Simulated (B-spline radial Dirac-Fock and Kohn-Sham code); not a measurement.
Total conversion coefficients of Pb against transition energy

Method: a Dirac-Hartree-Slater potential of the neutral atom with a Latter tail (no hole, which puts coefficients of high multipoles low close above an edge), finite nucleus with surface currents. Computed with a B-spline atomic structure program. Subshells within 1 keV of threshold and pair formation are left out.

```
energy (keV)        E1        E3       M1       M2        M3        M5
        10.9      8.95  3.53e+07      294   217000  1.89e+08  1.77e+13
        11.1      8.53  3.13e+07      278   199000  1.67e+08  1.48e+13
        14.8      9.96  9.20e+06      121   100000  7.31e+07  1.02e+12
        18.2      9.04  3.58e+06      268    66700  1.92e+07  1.57e+11
          20      7.06  2.03e+06      203    42500  1.03e+07  6.82e+10
        25.1      3.87    523000      103    14500  2.33e+06  9.38e+09
        27.2      3.12    324000     81.2     9900  1.38e+06  4.70e+09
        30.2      2.36    174000     59.5     6060    706000  1.92e+09
          50     0.604      8910     13.4      597     29700  2.88e+07
        54.3     0.483      5510     10.5      412     18000  1.47e+07
         100     0.439       165     9.50     78.6       604    120000
         125     0.252      47.8     5.00     34.3       211     22600
         139     0.193      26.9     3.70     23.3       130     10500
         164     0.128      11.2     2.31     12.8      62.7      3310
         200    0.0783      4.11     1.32     6.36      26.9       887
         215    0.0656      2.89     1.08     4.95      19.9       560
         283    0.0340     0.824    0.505     1.95      6.59       107
         311    0.0273     0.554    0.390     1.43      4.57      63.1
         381    0.0172     0.251    0.225    0.740      2.12      21.2
         456    0.0117     0.134    0.139    0.422      1.10      8.54
         500   0.00961    0.0991    0.109    0.318     0.794      5.48
         742   0.00437    0.0322   0.0387   0.0998     0.211     0.942
         852   0.00337    0.0228   0.0270   0.0677     0.137     0.536
         951   0.00275    0.0175   0.0204   0.0500    0.0975     0.349
        1000   0.00252    0.0156   0.0179   0.0436    0.0838     0.288
        1070   0.00223    0.0134   0.0151   0.0363    0.0685     0.224
        1440   0.00133   0.00701  0.00706   0.0167    0.0293    0.0793
        2000  0.000768   0.00357  0.00306  0.00727    0.0121    0.0281
        2200  0.000658   0.00295  0.00240  0.00575   0.00949    0.0212
```

Problem. How fast do they fall between 1440 and 2200 keV?

Solution. As powers of the energy: E1 E^-1.66, E3 E^-2.04, M1 E^-2.54, M2 E^-2.51, M3 E^-2.66, M5 E^-3.12.
